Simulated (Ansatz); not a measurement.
`BCSCF` + `CN1C=NC1` → `BC1=NCN1C` + `CSCF`  (formal exchange of groups at a B–C bond)

Gas-phase electronic energies from Ansatz, PBE0-D4/def2-TZVP geometries. CCSD(T)/CBS adds triple-zeta CCSD(T) − MP2 to the extrapolated MP2 energy (def2 sets, frozen cores). DFT in def2-TZVPP. One conformer a species, not always the lowest.

```tsv
species	PBE0-D4 energy (Eh)
`BCSCF`	-602.40448
`CN1C=NC1`	-227.19070
`BC1=NCN1C`	-252.59202
`CSCF`	-577.00861
```

Task: Work out ΔE.

Result: ΔE = (-252.59202) + (-577.00861) − (-602.40448) − (-227.19070) = -0.00545 Eh = -14.3 kJ/mol. CCSD(T)/CBS gives -15.4 kJ/mol.

Largest T1 diagnostic among the species: 0.014.

From PBE to PBE0 (25 % exact exchange), in def2-TZVPP and without D4, ΔE moves by +5.2 kJ/mol. In def2-TZVPP, CCSD(T) changes the Hartree–Fock value by −7.6 kJ/mol (the triples alone add −2.7 kJ/mol) and MP2 by −7.2 kJ/mol.
